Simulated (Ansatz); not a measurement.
Si₂₇H₃₄⁻, a nanocrystal cut from hexagonal silicon. Charge -1, multiplicity 2. Geometry PBE-D4/def2-SVP, that of the neutral singlet; atoms count from 1.

Cartesian coordinates in Å:
```
Si 1.847 -3.906 -1.386
Si -0.040 -3.847 0.012
Si 0.523 -3.758 2.309
Si -2.059 -2.155 -2.807
Si -1.349 -1.979 -0.560
Si -3.217 -1.922 0.865
Si -0.161 -1.691 3.215
Si -2.506 -1.919 3.123
Si -4.526 -0.048 0.323
Si 3.119 -1.946 -1.133
Si 3.971 -1.683 1.060
Si 1.071 -0.274 -3.942
Si -1.278 -0.319 -4.053
Si 1.780 -0.097 -1.695
Si -0.082 -0.021 -0.261
Si 2.978 0.199 2.077
Si 0.626 0.155 1.984
Si -2.115 1.657 -3.089
Si -1.408 1.833 -0.841
Si -3.278 1.927 0.580
Si -0.222 2.135 2.934
Si -2.573 2.278 2.812
Si 3.060 1.854 -1.412
Si 3.913 1.943 0.794
Si 1.730 3.717 -1.945
Si -0.159 3.803 -0.549
Si 0.403 4.067 1.735
H 2.687 -5.124 -1.090
H 1.378 -3.989 -2.819
H -0.869 -5.088 -0.230
H -0.268 -4.831 3.019
H 1.984 -4.046 2.530
H -1.533 -3.439 -3.400
H -3.567 -2.203 -2.854
H -4.028 -3.174 0.620
H 0.300 -1.567 4.649
H -2.839 -3.269 3.713
H -3.233 -0.875 3.928
H -4.952 -0.162 -1.121
H -5.767 -0.003 1.181
H 4.283 -1.989 -2.097
H 3.814 -2.943 1.867
H 5.449 -1.391 0.947
H 1.639 -1.534 -4.549
H 1.600 0.902 -4.728
H -1.731 -0.432 -5.490
H 3.419 0.312 3.518
H -3.623 1.656 -3.141
H -1.622 2.855 -3.864
H -4.128 3.103 0.155
H 0.237 2.236 4.370
H -3.273 1.345 3.764
H -2.946 3.690 3.195
H 4.224 1.792 -2.374
H 5.400 1.686 0.723
H 3.712 3.302 1.408
H 1.264 3.580 -3.374
H 2.532 4.990 -1.828
H -1.024 4.970 -0.967
H 1.854 4.426 1.908
H -0.421 5.208 2.282
```

Single mean-field runs in def2-SVP are fitted with def2-universal-jkfit. The highest occupied level of the charge -1 doublet lies above zero (up to 0.00 eV). By energy differences its removal costs 0.97 eV (vertical, to the charge 0 singlet, at PBE0-D4/def2-SVP); self-interaction error and the lack of diffuse functions both raise the level.

(1) Estimate the Mulliken populations of the heavy atoms from the PBE0/def2-SVP orbitals of Ansatz.

(2) Where does the spin sit?

(3) And the Mayer bond orders between bonded heavy atoms (over 0.3)?

Answers

(1) 
```tsv
atom	charge (e)	spin (α − β)
Si1	0.13	-0.01
Si2	-0.03	0.05
Si3	0.08	0.04
Si4	0.16	0.00
Si5	-0.25	0.02
Si6	-0.03	0.05
Si7	-0.04	0.03
Si8	0.08	0.04
Si9	0.13	-0.01
Si10	-0.03	0.05
Si11	0.08	0.04
Si12	0.16	0.00
Si13	-0.14	0.00
Si14	-0.25	0.02
Si15	-0.02	0.06
Si16	-0.04	0.03
Si17	-0.12	0.04
Si18	0.16	0.00
Si19	-0.25	0.02
Si20	-0.03	0.05
Si21	-0.04	0.03
Si22	0.08	0.04
Si23	-0.03	0.05
Si24	0.08	0.04
Si25	0.13	-0.01
Si26	-0.03	0.05
Si27	0.08	0.04
```
Mulliken values and Mayer orders depend strongly on the basis.

(2) Summed by element: Si 0.74, H 0.26, of 1 unpaired in all. Largest on single atoms: Si15 0.06, Si20 0.05, Si26 0.05.

(3) Si1–Si2 0.92 (2.35 Å); Si1–Si10 0.92 (2.35 Å); Si2–Si3 0.94 (2.37 Å); Si2–Si5 0.95 (2.35 Å); Si3–Si7 0.95 (2.36 Å); Si4–Si5 0.91 (2.36 Å); Si4–Si13 0.93 (2.35 Å); Si5–Si6 0.95 (2.35 Å); Si5–Si15 0.89 (2.35 Å); Si6–Si8 0.94 (2.37 Å); Si6–Si9 0.92 (2.35 Å); Si7–Si8 0.95 (2.36 Å); Si7–Si17 0.88 (2.35 Å); Si9–Si20 0.92 (2.35 Å); Si10–Si11 0.94 (2.37 Å); Si10–Si14 0.95 (2.35 Å); Si11–Si16 0.95 (2.36 Å); Si12–Si13 0.93 (2.35 Å); Si12–Si14 0.91 (2.36 Å); Si13–Si18 0.93 (2.35 Å); Si14–Si15 0.89 (2.35 Å); Si14–Si23 0.95 (2.35 Å); Si15–Si17 0.93 (2.36 Å); Si15–Si19 0.89 (2.35 Å); Si16–Si17 0.88 (2.35 Å); Si16–Si24 0.95 (2.36 Å); Si17–Si21 0.88 (2.35 Å); Si18–Si19 0.91 (2.36 Å); Si19–Si20 0.95 (2.35 Å); Si19–Si26 0.95 (2.35 Å); Si20–Si22 0.94 (2.37 Å); Si21–Si22 0.95 (2.36 Å); Si21–Si27 0.95 (2.36 Å); Si23–Si24 0.94 (2.37 Å); Si23–Si25 0.92 (2.35 Å); Si25–Si26 0.92 (2.35 Å); Si26–Si27 0.94 (2.37 Å).
